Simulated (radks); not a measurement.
Initial-state core-level shifts of the terbium ion Tb2+ when its valence configuration changes from [Xe] 4f9. All-electron calculation, Dirac Kohn-Sham, LDA (Slater exchange, Perdew-Wang correlation), spin-unpolarised, spherical densities, point nucleus; open shells fill j = l - 1/2 first. Program: a radial shooting solver on a logarithmic mesh with Libxc functionals. Shifts are changes of the shell-averaged eigenvalues in eV (positive: less bound).

valence               3d       4s       5s       5p
4f8 5d1           -7.656   -7.402   -3.687   -2.988
4f8.5 6p0.5       -5.464   -5.368   -3.654   -3.214
4f7.5 6s1 6p0.5  -16.837  -16.336  -10.278   -8.895
4f7 5d2          -16.605  -15.852   -7.508   -6.038
4f8 6p1          -11.426  -11.166   -7.420   -6.504
4f7 6p2          -24.674  -23.854  -15.166  -13.225
4f8 6s1          -10.394  -10.130   -6.391   -5.511
4f7 6s2          -22.694  -21.872  -13.246  -11.374
4f6 5d1 6s2      -33.102  -31.455  -17.264  -14.576
